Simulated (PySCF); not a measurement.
## [Re(OH)6]+ at several levels of theory

Computed with PySCF 2.14.0 (density fitting, no spin-orbit coupling) at the geometry relaxed with TPSS:

```xyz
13
[Re(OH)6]+ (singlet)
Re   -0.1398   -0.1227   -0.1210
O     0.3131   -0.3770    1.7207
H     0.3843    0.4120    2.2995
O    -0.1153   -0.0901   -1.9782
H     0.6304   -0.1083   -2.6174
O     1.7263    0.1833   -0.4175
H     2.3329    0.1547    0.3531
O    -0.2640    1.7418    0.2886
H     0.5555    2.2809    0.2700
O    -1.9870    0.0538   -0.0328
H    -2.5677    0.8461   -0.0101
O    -0.1967   -1.9772   -0.0385
H    -0.1913   -2.5987    0.7223
```

```tsv
level	basis	state	HOMO (eV)	gap (eV)	charge on Re1 (e)	dipole about the centre of mass (D)	largest force component (eV/Å)
TPSS	Re def2-SVP with ECP60, O def2-SVP, H def2-SVP	singlet	-12.76	2.99	1.32	2.74	0.01
PBE0	the same	singlet	-14.35	4.96	1.48	2.86	0.72
BP86	the same	singlet	-12.76	2.90	1.21	2.75	0.11
BLYP	the same	singlet	-12.50	2.87	1.19	2.72	0.46
TPSS	Re def2-TZVP with ECP60, O def2-TZVP, H def2-TZVP	singlet	-12.80	3.04	1.43	2.50	0.24
TPSS	Re x2c-SVPall, O x2c-SVPall, H x2c-SVPall	singlet	-12.83	2.82	0.71	2.73	0.65
```

Charges are Mulliken's, which hang on the basis. The relaxation used the grid (50, 194), these runs (75, 302) or, all-electron (x2c bases, spin-free X2C Hamiltonian), (99, 590).

Question: What does B3LYP with Re def2-SVP with ECP60, O def2-SVP, H def2-SVP give here?

Answer: state singlet, HOMO (eV) -14.03, gap (eV) 4.51, charge on Re1 (e) 1.42, dipole about the centre of mass (D) 2.83, largest force component (eV/Å) 0.35. Time: 7.8 s on 4 threads of Arm Neoverse V1 (shared host), from an already converged density.

In the first row's basis the gap widens with exact exchange: 2.9 to 3.0 eV for BLYP, BP86, TPSS (none); 4.5 to 5.0 eV for B3LYP, PBE0 (a fixed share).

No frequency check is given that shows the relaxed geometry to be a minimum.
